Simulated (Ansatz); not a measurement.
BFH3N (SMILES NBF) moved off its minimum; all values from Ansatz (a program for electronic structure), cores frozen in correlated methods.
(charge 0, multiplicity 1)
```xyz
6

B     -0.13098    -0.48586    -0.08368
H     -0.37168    -1.50422    -0.11532
F      0.73241    -0.30905     0.82685
N     -0.70897     0.52044    -0.73877
H     -0.27260     1.45051    -0.68731
H     -1.22983     0.36873    -1.78582
```

Forces at HF/def2-TZVPP (eV/Å):

```csv
atom,Fx,Fy,Fz
B1,0.112,0.664,0.457
H2,-1.820,-5.063,-1.261
F3,2.766,1.602,2.552
N4,-2.504,3.436,-6.728
H5,-0.857,-1.240,-0.117
H6,2.304,0.601,5.097
```

Q: Give the forces (eV/Å), the total energy and the dipole at CCSD(T)/cc-pVTZ.

A: 
| atom | Fx | Fy | Fz |
|---|---|---|---|
| B1 | -0.106 | 0.382 | 0.016 |
| H2 | -1.825 | -5.028 | -1.201 |
| F3 | 3.210 | 1.630 | 3.089 |
| N4 | -2.703 | 3.110 | -6.172 |
| H5 | -0.540 | -0.614 | -0.103 |
| H6 | 1.963 | 0.519 | 4.370 |
Energy -181.0526 hartree, dipole 2.47 D.
